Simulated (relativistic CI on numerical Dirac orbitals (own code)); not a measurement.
## Slater and spin-orbit integrals, Tb63+

Calculated at this level of theory: Dirac-Coulomb-Breit CI, separate exchange-only KLI orbitals for each configuration, a model potential for QED, unscaled Slater integrals (own radial code, finite nucleus).

Slater integrals F^k, G^k are unscaled and averaged over j, outside the closed core (none); ζ comes from projecting the Hamiltonian with its Breit term on Σ l·s of the shell.

- 1s.2s: G^0(1s,2s) = 389830 cm⁻¹; <r>(1s) = 0.02127, <r^2>(1s) = 0.0006167, <r>(2s) = 0.0853, <r^2>(2s) = 0.008607 (bohr units).
- 1s.2p: G^1(1s,2p) = 691200, ζ(2p) = 4.7834e+06 cm⁻¹; <r>(1s) = 0.02127, <r^2>(1s) = 0.0006167, <r>(2p) = 0.07414, <r^2>(2p) = 0.006669 (bohr units).
- 1s.3s: G^0(1s,3s) = 101350 cm⁻¹; <r>(1s) = 0.02126, <r^2>(1s) = 0.0006157, <r>(3s) = 0.1966, <r^2>(3s) = 0.04417 (bohr units).

Averages of the first 10 configurations, taken without configuration mixing, which lowers the lowest level and can move excited configurations by several eV; other configurations of the list can lie among them:

```json
{"Configuration": "1s2", "Parity": "even", "States": "1", "Average energy above the lowest level (eV)": "0.3"}
{"Configuration": "1s.2s", "Parity": "even", "States": "4", "Average energy above the lowest level (eV)": "44627.3"}
{"Configuration": "1s.2p", "Parity": "odd", "States": "12", "Average energy above the lowest level (eV)": "45294.7"}
{"Configuration": "1s.3s", "Parity": "even", "States": "4", "Average energy above the lowest level (eV)": "53138.9"}
{"Configuration": "1s.3p", "Parity": "odd", "States": "12", "Average energy above the lowest level (eV)": "53335.5"}
{"Configuration": "1s.3d", "Parity": "even", "States": "20", "Average energy above the lowest level (eV)": "53476.5"}
{"Configuration": "1s.4s", "Parity": "even", "States": "4", "Average energy above the lowest level (eV)": "56071.8"}
{"Configuration": "1s.4p", "Parity": "odd", "States": "12", "Average energy above the lowest level (eV)": "56154.1"}
{"Configuration": "1s.4d", "Parity": "even", "States": "20", "Average energy above the lowest level (eV)": "56213.5"}
{"Configuration": "1s.4f", "Parity": "odd", "States": "28", "Average energy above the lowest level (eV)": "56236.0"}
```
